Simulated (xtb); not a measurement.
Sn(Cl)(OH) (ClHOSn), SMILES [OH][Sn][Cl] (connectivity only; charge and spin as stated), neutral, multiplicity 1. All values are semi-empirical tight-binding results from xtb (GFN2-xTB unless named), good for trends rather than for accurate numbers. Coordinates come from a GFN2-xTB optimisation. Other conformers were not sampled.

Optimised geometry:

```xyz
4

Sn     0.3777     0.4101     0.0000
Cl    -0.2961    -1.8726     0.0000
O     -1.4393     1.2953     0.0000
H     -2.3353     0.9652     0.0000
```
Charge 0, spin multiplicity 1.

For metal compounds this method's bond lengths and energies can be far off.

- point group as xtb finds it: Cs
- orbital gap: 4.42 eV
- zero-point energy: 7.6 kcal/mol
- G − E(el) at 298.15 K (modified RRHO): -11.0 kcal/mol

Computed atomic charges and the Wiberg bond orders between heavy atoms:
charges (e) Sn1 0.51, Cl2 -0.26, O3 -0.56, H4 0.30. Bond orders Sn1–Cl2 1.25, Sn1–O3 1.22.
